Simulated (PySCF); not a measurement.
B3LYP on N (nitrogen, neutral)

Configuration: [He] 2s2 2p3, high-spin 4S determinant. Computed with PySCF 2.14 in cc-pVDZ-DK (3s2p1d, 14 functions), with scalar relativity by spin-free X2C-1e.

```json
{
  "Total energy": "-54.6190 hartree",
  "One-electron energy": "-74.0220 hartree",
  "Hartree (Coulomb) energy": "26.2167 hartree",
  "Exchange-correlation energy": "-6.8137 hartree",
  "⟨S²⟩": "3.7519",
  "⟨L²⟩": "0.000",
  "Sum of ⟨r⟩": "7.297 bohr",
  "Sum of ⟨r²⟩": "11.79 bohr²",
  "Langevin diamagnetic susceptibility": "-9.34 ×10⁻⁶ cm³/mol",
  "Time after the integrals": "0.07 s of wall time on 1 thread of Neoverse-V2 (shared host)"
}
```

```json
{"shell": "1s α", "electrons": "1", "mean orbital energy (hartree)": "-14.44142", "rms radius, mean of both spins (bohr)": "0.266"}
{"shell": "1s β", "electrons": "1", "mean orbital energy (hartree)": "-14.38522", "rms radius, mean of both spins (bohr)": "0.266"}
{"shell": "2s α", "electrons": "1", "mean orbital energy (hartree)": "-0.80259", "rms radius, mean of both spins (bohr)": "1.46"}
{"shell": "2s β", "electrons": "1", "mean orbital energy (hartree)": "-0.60546", "rms radius, mean of both spins (bohr)": "1.46"}
{"shell": "2p α", "electrons": "3", "mean orbital energy (hartree)": "-0.34400", "rms radius, mean of both spins (bohr)": "1.57"}
```
